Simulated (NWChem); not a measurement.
Everything below was run with NWChem. System: C2HF2, charge 0, spin multiplicity 2, at a geometry optimised with UPBE0/def2-SVP. The structure started from a generated list of species. Its SCF solution wasn't tested for a lower state. Level: G0W0@UPBE0/def2-SVPD, RI basis def2-svpd-rifit.

Job file:

```
start mol
memory heap 200 mb stack 700 mb global 1700 mb
geometry units angstroms nocenter noautoz
  C      0.588024    -1.299440     0.000000
  C      0.066048    -0.096189     0.000000
  F      0.755692     1.018223     0.000000
  F     -1.222798     0.171938     0.000000
  H      0.279529    -2.337679     0.000000
  symmetry group Cs
end
basis spherical
  * library def2-svpd
end
basis "ri basis" bse spherical
  * library def2-svpd-rifit
end
dft
  xc pbe0
  odft
  mult 2
  iterations 100
  direct
  tolerances tight
end
task dft energy
gw
  states alpha occ 4 vir 2
  states beta occ 4 vir 2
end
task dft gw
```

Part of the output:

```
             Northwest Computational Chemistry Package (NWChem) 7.3.0
             --------------------------------------------------------

                                NWChem Input Module
                                -------------------

 Scaling coordinates for geometry "geometry" by  1.889725989
 (inverse scale =  0.529177249)

 Turning off AUTOSYM since
 SYMMETRY directive was detected!

                             Geometry "geometry" -> ""
                             -------------------------

 Output coordinates in angstroms (scale by  1.889725989 to convert to a.u.)

  No.       Tag          Charge          X              Y              Z
 ---- ---------------- ---------- -------------- -------------- --------------
    1 C                    6.0000     0.58802400    -1.29944000     0.00000000
    2 C                    6.0000     0.06604800    -0.09618900     0.00000000
    3 F                    9.0000     0.75569200     1.01822300     0.00000000
    4 F                    9.0000    -1.22279800     0.17193800     0.00000000
    5 H                    1.0000     0.27952900    -2.33767900     0.00000000

 Effective nuclear repulsion energy (a.u.)     109.8740808070

            Nuclear Dipole moment (a.u.)
            ----------------------------
        X                 Y               Z
 ---------------- ---------------- ----------------
     0.0000132281    -0.0000075589     0.0000000000

      Symmetry information
      --------------------

 Group name             Cs
 Group number              2
 Group order               2
 No. of unique centers     5

      Symmetry unique atoms

     1    2    3    4    5


 Summary of "ao basis" -> "" (spherical)
 ------------------------------------------------------------------------------
       Tag                 Description            Shells   Functions and Types
 ---------------- ------------------------------  ------  ---------------------
 *                         def2-svpd                  on all atoms

 new library libraries.bse/

 Summary of "ri basis" -> "" (spherical)
 ------------------------------------------------------------------------------
[...]
     2   2 0 0    -17.181020    -47.993085    -43.379267     74.191332
     2   1 1 0     -0.035371      2.390049     -1.556861     -0.868559
     2   1 0 1     -0.000000     -0.000000     -0.000000      0.000000
     2   0 2 0    -14.080781    -55.512545    -48.732574     90.164338
     2   0 1 1     -0.000000     -0.000000     -0.000000      0.000000
     2   0 0 2    -16.231700     -8.479835     -7.751865      0.000000

 Task  times  cpu:       12.1s     wall:       12.1s

                                NWChem Input Module
                                -------------------

                                 NWChem GW Module
                                 ----------------

                             ***********************
                             ***        GW       ***
                             ***********************

 Summary of "ri basis" -> "ri basis" (spherical)
 ------------------------------------------------------------------------------
       Tag                 Description            Shells   Functions and Types
 ---------------- ------------------------------  ------  ---------------------
 C                      def2-svpd-rifit             20       64   7s6p5d2f
 F                      def2-svpd-rifit             20       64   7s6p5d2f
 H                      def2-svpd-rifit              9       23   4s3p2d

                 Memory Information
                 ------------------
          Available GA per process is          1699.9 MBs
          Available stack per process is        700.0 MBs
          Available heap per process is           0.0 MBs

          Peak memory in Initialization
              Peak GA per process is                  7.6 MBs
              Peak stack per process is               0.1 MBs
              Peak heap per process is                7.8 MBs
              Memory not in MA per process            0.0 MBs

          Peak memory in AFF Calculation
              Peak GA per process is                 57.2 MBs
              Peak stack per process is              45.2 MBs
              Peak heap per process is                0.0 MBs
              Memory not in MA per process           45.2 MBs

          Computing 2-center integrals
          Computing Inverse Cholesky factor
          Computing 3-center integrals
          Computing V_xc ...

          Computing Sigma_x
          Computing RPA polarizability
          Solving quasiparticle equations

                  Alpha Orbitals
          State     Energy (eV)     Error (eV)
          -----------------------------------
@GW        13        -15.515           0.002
@GW        14        -14.978           0.002
@GW        15        -10.760           0.005
@GW        16        -10.519           0.005
@GW        17          3.112           0.002
@GW        18          2.193           0.003

                   Beta Orbitals
          State     Energy (eV)     Error (eV)
          -----------------------------------
@GW        12        -15.354           0.005
@GW        13        -15.272           0.002
@GW        14        -14.888           0.002
@GW        15        -10.089           0.005
@GW        16         -0.568           0.002
@GW        17          3.320           0.002

   Applying  -2.2392 eV scissor-shift to rest of particle states

   Applying   2.8914 eV scissor-shift to rest of hole states

   Applying  -2.2182 eV scissor-shift to rest of particle states

   Applying   2.5301 eV scissor-shift to rest of hole states

     GW Timing Statistics
   ------------------------
   Init.   :          0.0s
     ERIs  :          0.6s
     Distr.:          0.0s
     Vxc   :          1.1s
   Sigma_x :          0.0s
   RPA     :          4.0s
   Wmn     :          0.1s
   Sigma_c :          0.1s
   GW total:          5.9s

 Task  times  cpu:        5.9s     wall:        5.9s

 Total times  cpu:       18.0s     wall:       18.0s
```
